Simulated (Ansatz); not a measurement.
Scan of CH₃ (cation, charge +1), singlet: umbrella (inversion) coordinate, bond length relaxed. Scanned: angle between the C-H bonds and the threefold axis (90 = planar). Other coordinates (C-H bond length) were minimised at B3LYP/def2-TZVP.

Level of theory: Ansatz (an electronic-structure program) with full CI/def2-SVP, frozen core.

Scanned values (°): 90, 93.46, 95.39, 98.55, 101.70, 105.31, 108.68, 111.14, 113.92, 117.27, 120.74, 122.59, 126.59, 129.54, 132.

Q: At which scan points does the profile have its minima and maxima, and how high do they lie?

A: Lower than their neighbours: 90° (0.000 eV, end of the scan). Higher than their neighbours: 132° (5.891 eV, end of the scan). The whole profile spans 5.891 eV.
